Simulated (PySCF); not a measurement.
CH9FOSi3, SMILES C[SiH2]O[Si@H](F)[SiH3].

Geometry: PBE0-D3(BJ)/def2-SVP. The structure was generated by enumeration; whether it is a known compound was not checked. The values are those of a single conformer.

Method: PBE/def2-TZVP (PySCF).

Gas-phase values at a fixed geometry.

| Quantity | Value |
|---|---|
| total energy | -1086.64942 hartree |
| highest occupied level | -6.77 eV |
| lowest empty level | -1.09 eV |
| orbital gap | 5.68 eV |
| dipole moment | 0.67 D |
| quadrupole, principal values (traceless, Buckingham form, about the centre of nuclear charge) | -5.81, -1.02, 6.83 D·Å |
| mean static polarisability | 97.0 bohr³ (14.37 Å³) |
| polarisability, principal values | 86.0, 92.7, 112.4 bohr³ |
